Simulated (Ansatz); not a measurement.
Consider the formal exchange of groups at a B–C bond: `C=NBCCl` + `FI` → `C=NBI` + `FCCl`.

Calculated with Ansatz (gas phase, PBE0-D4/def2-TZVP geometries, no zero-point term in ΔE). CCSD(T)/CBS adds triple-zeta CCSD(T) − MP2 to the extrapolated MP2 energy (def2 sets, frozen cores). This one scheme is used for every species. DFT in def2-TZVPP. def2 core potentials past Kr. For I outer-core shells are correlated without core-valence functions, which leaves a few kJ/mol of doubt a bond. One conformer a species, not always the lowest.

`C=NBCCl`:

Cartesian coordinates in Å:
```
C -0.823 -1.867 -0.363
N -0.014 -0.956 -0.140
B 0.835 0.066 0.104
C 0.343 1.557 0.264
Cl -1.416 1.806 0.100
H -1.091 -2.155 -1.384
H -1.300 -2.420 0.451
H 2.007 -0.169 0.204
H 0.827 2.193 -0.480
H 0.631 1.944 1.244
```

`FI`:

Cartesian coordinates in Å:
```
F 0.731 -0.470 0.389
I -0.731 0.470 -0.389
```

`C=NBI`:

Cartesian coordinates in Å:
```
C 0.959 0.882 0.416
N 0.046 0.086 0.147
B -0.942 -0.777 -0.151
I -1.076 -1.568 -2.145
H 1.928 0.533 0.785
H 0.829 1.961 0.292
H -1.745 -1.117 0.657
```

`FCCl`:

Cartesian coordinates in Å:
```
F 1.280 -0.177 0.415
C 0.054 0.066 -0.105
Cl -1.203 -0.624 0.926
H -0.022 -0.407 -1.083
H -0.109 1.142 -0.153
```

**Question.** Is it downhill or uphill in electronic energy at CCSD(T)/CBS, and by how much? (Estimate.)

**Answer.** Computed: Downhill: ΔE = -133.4 kJ/mol.

**Question.** What do these levels give: ωB97M-V, B2PLYP, r2SCAN, HF/def2-TZVPP, CCSD/def2-TZVPP, SCS-MP2/def2-QZVPP? (Estimate.)

**Answer.** The calculation gave: ωB97M-V -131.6, B2PLYP -137.8, r2SCAN -141.8, HF/def2-TZVPP -157.3, CCSD/def2-TZVPP -146.1, SCS-MP2/def2-QZVPP -139.8 kJ/mol.

Largest T1 diagnostic among the species: 0.014.

From PBE to PBE0 (25 % exact exchange), in def2-TZVPP and without D4, ΔE moves by −11.5 kJ/mol.
